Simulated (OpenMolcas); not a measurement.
Co²⁺.

```json
{
 "Program": "OpenMolcas",
 "Method": "CASSCF",
 "Basis": "ANO-RCC-VQZP [7s6p4d3f2g1h]",
 "Scalar Hamiltonian": "DKH2, point nucleus",
 "Active space": "7 electrons in 6 orbitals (3d 4s)",
 "State averaging": "2S+1 = 4 even, 50 roots; 2S+1 = 6 even, 5 roots kept (CI in the orbitals of an earlier block); 2S+1 = 2 even, 110 roots kept (CI in the orbitals of an earlier block)",
 "Spin-orbit coupling": "RASSI with atomic mean-field integrals over the reference wave functions, term energies averaged over their components"
}
```

Levels without dynamic correlation, in cm-1 above 3d7 4F 9/2:

```tsv
Level	E
3d7 2P 3/2	27236
3d7 4P 5/2	20482
3d7 2G 9/2	20602
3d7 2H 11/2	27365
```

On this reference, MS-CASPT2, IPEA 0.25 Eh, imaginary shift 0.1 Eh (closed shells correlated: 3s 3p) puts 3d7 2P 3/2 at 19250 cm-1.

Estimate the other levels at that method by one scale factor, and say how well it serves.

The factor is 19250 / 27236 = 0.707. Scaled values beside those that MS-CASPT2 gives and measured ones (Sugar and Corliss, J. Phys. Chem. Ref. Data 10, 1097 (1981)):
```
      Level  Scaled  MS-CASPT2  Miss (%)  Measured
 3d7 4P 5/2   14481      15190      -4.7     15202
 3d7 2G 9/2   14566      16380     -11.1     16978
3d7 2H 11/2   19347      22530     -14.1     22720
```
For these levels the scaled values miss MS-CASPT2 by up to 14.1 %, as correlation changes each term by its own factor, spin-orbit parts do not scale and CASPT2 has its own spread within terms. This holds within one configuration; levels of others move differently, and the target method has errors of its own against measurement.

Term energies are means over components that CASPT2 splits; among the terms shown or strongly mixed into the levels shown the widest spread is 1700 cm-1 (3d7 4F, MS-CASPT2). Terms from blocks run as CI alone lack orbitals of their own. Without dynamic correlation excited terms often stand tens of per cent too high (terms of higher spin than the ground term too low), and those without a measured partner can miss by more than the paired ones (holds for CASSCF). Blocks of more than 70 roots (2S+1 = 2 even) ran without multistate coupling (holds for MS-CASPT2). Computed and measured levels are paired by configuration, term and J; levels that our copy of the source lacks, or whose pairing is in doubt (as where it misses far off the trend of its configuration), stay unpaired and out of the deviations. Levels of configurations outside the active space are missing.
